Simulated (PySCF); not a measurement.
C4H5Cl2F, SMILES ClC(CC(=C)F)Cl. Atoms are numbered in the order given.

```xyz
12

C     -2.3949     0.1236    -0.8036
C     -1.4997    -0.5716    -0.1018
F     -1.7232    -0.8513     1.1940
C     -0.1972    -1.1211    -0.5919
C      1.0346    -0.2665    -0.3025
Cl     1.2672    -0.0062     1.4525
Cl     0.9504     1.2987    -1.1755
H     -2.2039     0.3554    -1.8517
H     -3.3120     0.4818    -0.3315
H     -0.0310    -2.1073    -0.1258
H     -0.2430    -1.2616    -1.6830
H      1.9437    -0.7648    -0.6634
```
Charge 0, spin multiplicity 1.

Geometry: r2SCAN-D4/def2-SVP. This is a generated structure with no PubChem entry under its InChIKey; it may be hypothetical. Other conformers were not sampled.

Two levels are set side by side: PBE/pcSseg-1 (PySCF) and KT2/pcSseg-1 (PySCF). GIAO shifts against CFCl3 (¹⁹F), HCl (³⁵Cl), TMS (¹H), TMS (¹³C) at the same level; non-relativistic, no solvent, atoms listed together averaged. Without spin–orbit terms, shifts of atoms bonded to Cl or Br come out too high at both levels. Differences are taken from unrounded values.

```
quantity               KT2
------------------  ------
δ(¹³C) of C1 (ppm)    97.4
δ(¹³C) of C2 (ppm)   163.1
δ(¹⁹F) of F3 (ppm)  -103.4
δ(¹³C) of C4 (ppm)    52.3
δ(¹³C) of C5 (ppm)    91.1
δ(¹H) of H12 (ppm)    6.51
```

Problem. What does PBE give, and how far is it from KT2? (Estimate from the structure and the level; the computed values follow.)

Solution. 
```csv
quantity,PBE,PBE minus KT2
δ(¹³C) of C1 (ppm),103.4,6.0
δ(¹³C) of C2 (ppm),171.4,8.4
δ(¹⁹F) of F3 (ppm),-89.4,14.0
δ(¹³C) of C4 (ppm),52.3,0.0
δ(¹³C) of C5 (ppm),94.1,2.9
δ(¹H) of H12 (ppm),6.45,-0.06
```

Rough cost on one machine, each run with all the roots and properties that it gave: KT2 against PBE within a factor of 2.
